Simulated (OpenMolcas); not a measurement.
# What dynamic correlation does to the levels of Nd V

* Program: OpenMolcas 26.06
* Basis: ANO-RCC-VTZP [8s7p5d3f2g1h]
* Scalar Hamiltonian: DKH2, point nucleus
* Active space: 2 electrons in 12 orbitals (RAS2 4f; RAS3 5d, at most 1 electron)
* State averaging: 2S+1 = 3 even, 21 roots; 2S+1 = 1 even, 28 roots; 2S+1 = 3 odd, 35 roots; 2S+1 = 1 odd, 35 roots
* Spin-orbit coupling: RASSI with atomic mean-field integrals over the reference wave functions, term energies averaged over their components

Methods on the same reference wave functions:
A. RASSCF
B. SS-RASPT2, IPEA 0.25 Eh, imaginary shift 0.1 Eh (closed shells correlated: 5s 5p)

Energies in cm-1 above 4f2 3H4, the measured ground level; measured values from the list in Carvajal Gallego et al., Mon. Not. R. Astron. Soc. 518, 332 (2023).

```json
{"Level": "4f2 3H4", "A": "0.0", "B": "0.0", "Measured": "0.0"}
{"Level": "4f2 3H5", "A": "2983", "B": "3010", "Measured": "2834"}
{"Level": "4f2 3H6", "A": "6097", "B": "6110", "Measured": "5743"}
{"Level": "4f2 3F2", "A": "7775", "B": "6550", "Measured": "5894"}
{"Level": "4f2 3F3", "A": "9708", "B": "8530", "Measured": "7785"}
{"Level": "4f2 1D2", "A": "26943", "B": "23680", "Measured": "20551"}
{"Level": "4f2 1I6", "A": "32224", "B": "29910", "Measured": "26088"}
{"Level": "4f2 3P0", "A": "33503", "B": "29390", "Measured": "25051"}
{"Level": "4f2 3P1", "A": "34367", "B": "30300", "Measured": "25893"}
{"Level": "4f2 3P2", "A": "36004", "B": "32000", "Measured": "27479"}
{"Level": "4f2 1S0", "A": "73486", "B": "63960", "Measured": ""}
{"Level": "4f 5d 1G* 4 [69 %]", "A": "127765", "B": "128180", "Measured": ""}
{"Level": "4f 5d 3F* 2 [71 %]", "A": "128214", "B": "128370", "Measured": ""}
{"Level": "4f 5d 3G* 3 [73 %]", "A": "130086", "B": "129840", "Measured": ""}
{"Level": "4f 5d 3F* 3", "A": "131002", "B": "131590", "Measured": ""}
{"Level": "4f 5d 3H* 4 [75 %]", "A": "131086", "B": "131730", "Measured": ""}
{"Level": "4f 5d 3G* 4", "A": "133148", "B": "132890", "Measured": ""}
{"Level": "4f 5d 3H* 5", "A": "133444", "B": "134150", "Measured": ""}
{"Level": "4f 5d 3F* 4 [69 %]", "A": "134216", "B": "134790", "Measured": ""}
{"Level": "4f 5d 1D* 2 [60 %]", "A": "134745", "B": "133360", "Measured": ""}
{"Level": "4f 5d 3D* 1", "A": "135902", "B": "134920", "Measured": ""}
{"Level": "4f 5d 3G* 5", "A": "136087", "B": "135680", "Measured": ""}
{"Level": "4f 5d 3H* 6", "A": "137129", "B": "137840", "Measured": ""}
{"Level": "4f 5d 3D* 2", "A": "138072", "B": "137010", "Measured": ""}
```

Deviations, from unrounded energies. A percentage is the sum of absolute deviations over the sum of measured energies, with the sign that they share, or ± where signs differ.

```csv
Against measurement,Levels,A,B
mean absolute deviation (cm-1),9,4700,2500
fine structure of the ground term (%),2,+5.9,+6.3
other terms of the ground configuration (%),7,+30.1,+15.6
```

B lies closest to measurement on these levels. The largest miss of B in the table is 4f2 3P2, by +4500 cm-1. The ranking rests on the paired levels alone, and a cruder setting can come out closer through cancelling errors.

From A to B the spin-free energies of the other terms of 4f2 shown, above 3H, scale by factors of 0.82 to 0.92, as is usual when dynamic correlation screens the repulsion within a d or f shell.

The lowest spin-free term lies below A's lowest term by 0.236 hartree in B.

CASPT2 breaks the degeneracy within a term, and the mean is taken; among the terms shown or strongly mixed into the levels shown the widest spread is 840 cm-1 (4f2 1I, B). Without dynamic correlation excited terms often stand tens of per cent too high (terms of higher spin than the ground term too low), and those without a measured partner can miss by more than the paired ones (holds for A). Some levels mix across a computed gap that differs much from the measured one, so their mixing is not that of the real levels (holds for A). Some terms miss by over 15 % even with CASPT2, which points to a basis or an active space too small for the shells correlated (holds for B). Computed and measured levels are paired by configuration, term and J; levels that our copy of the source lacks, or whose pairing is in doubt (as where it misses far off the trend of its configuration), stay unpaired and out of the deviations. Only configurations of the active space appear. The table leaves out levels that lie high or whose names do not pair safely across all columns.

A share in square brackets marks a mixed level and gives the weight of the term that names it, the lowest over the columns. * marks odd parity.
